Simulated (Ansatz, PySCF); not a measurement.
C2H6BFO. Atoms are numbered in the order given.

```xyz
11

B     -1.0400     0.9618    -0.1475
H     -2.1642     1.3198    -0.3803
F     -0.0155     1.7626    -0.4574
O     -0.8253    -0.2323     0.4218
C      0.4820    -0.7345     0.7127
C      1.0280    -1.5377    -0.4552
H      1.1593     0.0981     0.9633
H      0.3771    -1.3691     1.6061
H      1.1750    -0.8957    -1.3378
H      1.9996    -1.9843    -0.1910
H      0.3349    -2.3489    -0.7262
```

Coordinates come from a B3LYP-D3(BJ)/def2-SVP optimisation. This is a generated structure with no PubChem entry under its InChIKey; it may be hypothetical. Other conformers were not sampled.

Vertical ionisation energy (IE) and electron affinity (EA) in eV. Rows of orbital energies are one-electron estimates. Where ΔSCF, EOM or ADC give a negative EA the extra electron is unbound and the value depends on the basis.

```tsv
level	IE	EA
−ε(HOMO), −ε(LUMO), ωB97X/def2-TZVP (PySCF)	11.67	-2.66
−ε(HOMO), −ε(LUMO), PBE/def2-TZVP (PySCF)	7.69	0.54
ΔSCF, CAM-B3LYP/def2-SVPD (Ansatz), final states of multiplicity 2 and 2	[?]	[?]
ΔSCF, PBE/def2-SVPD (Ansatz), final states of multiplicity 2 and 2	11.09	-1.39
```

Some entries are withheld; supply them. (The exact figures need the calculation; the answer reports its results.)


- ΔSCF, CAM-B3LYP/def2-SVPD (Ansatz, a quantum-chemistry and plane-wave program), final states of multiplicity 2 and 2, IE: 11.74
- ΔSCF, CAM-B3LYP/def2-SVPD (Ansatz), final states of multiplicity 2 and 2, EA: -1.67

What vertical singlet–triplet gap does ΔSCF give with CAM-B3LYP/def2-SVPD (Ansatz) and with PBE/def2-SVPD (Ansatz)? (An estimate is asked for; the answer gives what the named calculation found.)

7.73 and 7.02 eV (triplet above singlet where positive).
